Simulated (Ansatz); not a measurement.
Mulliken charges of CH$_{3}$FOZn (`C[O][Zn][F]`) from ωB97M-V/def2-TZVPP in Ansatz (PBE0-D4/def2-TZVP geometry).

```json
{"atom": "C1", "x (Å)": "0.213", "y (Å)": "1.040", "z (Å)": "0.029", "charge (e)": "-0.130"}
{"atom": "O2", "x (Å)": "0.731", "y (Å)": "-0.255", "z (Å)": "-0.130", "charge (e)": "-0.482"}
{"atom": "Zn3", "x (Å)": "-0.200", "y (Å)": "-1.744", "z (Å)": "-0.073", "charge (e)": "0.763"}
{"atom": "F4", "x (Å)": "-1.005", "y (Å)": "-3.285", "z (Å)": "-0.040", "charge (e)": "-0.475"}
{"atom": "H5", "x (Å)": "-0.528", "y (Å)": "1.299", "z (Å)": "-0.739", "charge (e)": "0.106"}
{"atom": "H6", "x (Å)": "-0.252", "y (Å)": "1.194", "z (Å)": "1.012", "charge (e)": "0.106"}
{"atom": "H7", "x (Å)": "1.041", "y (Å)": "1.751", "z (Å)": "-0.059", "charge (e)": "0.111"}
```

By hand: the dipole of these point charges (1 e Å = 4.8032 D).

Σ q r = (-0.022, 0.676, 0.045) e Å, of length 0.678 e Å = 3.26 D.

How does the dipole of the full density compare? (Estimate.)

Computed: (-0.038, 0.389, 0.029) e Å, 1.88 D; the point charges give 1.73 times that, at 4° from its direction.

Point charges leave out the atoms' own dipoles, such as those of lone pairs, and Mulliken's split depends on the basis, so the two needn't agree.
